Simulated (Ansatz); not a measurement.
A structure relaxed at PBE0-D4/def2-TZVP, charge 0, multiplicity 1:

```xyz
8

O    -0.792    1.651   -0.274
B    -0.832    0.311   -0.130
Ge    0.943   -0.709    0.187
H    -1.656    2.051   -0.418
H    -1.889   -0.264   -0.187
H     2.180    0.204    0.222
H     0.886   -1.484    1.519
H     1.161   -1.762   -0.918
```

(1) Give its formula and SMILES.

(2) Point group (tolerance 0.08 Å, 0.16 Å for H)?

(3) Summarise the bond lengths by kind.

Results:

(1) BGeH5O, `O[BH][GeH3]`.

(2) Cs.

(3) 1 × B–O 1.348 Å; 1 × H–O 0.962 Å; 1 × B–Ge 2.071 Å; 1 × B–H 1.204 Å; 3 × Ge–H 1.539 to 1.542 Å.

Program: Ansatz 0.2.0.
